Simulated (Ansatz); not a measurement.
Molecule: SnBr3, net charge -1, singlet state. 
Structure (B3LYP-D3(BJ)/def2-TZVP (Ansatz, a quantum-chemistry and plane-wave program) minimum search):
```
Sn
Br 1 2.6716
Br 1 2.6716 2 98.68
Br 1 2.6716 2 98.68 3 -100.24
```
Charge -1, spin multiplicity 1.

Parts of the frozen-core correlation energy in def2-SVP (Ansatz, hartree). Frozen orbitals: 51; correlated occupied orbitals by spin: 13 and 13; virtual: 58 and 58. No spin-orbit coupling. In def2 rows, elements after Kr have scalar-relativistic effective core potentials.

```
term                             value
-------------------------  -----------
reference (HF)             -7929.90712
MP2 opposite-spin                  [?]
MP2 same-spin                      [?]
CCSD correlation              -0.46231
(T)                                [?]
T1 diagnostic                    0.010
largest doubles amplitude        0.055
```

What belongs in the gaps?


- MP2 opposite-spin, value: -0.31079
- MP2 same-spin, value: -0.11528
- (T), value: -0.01138
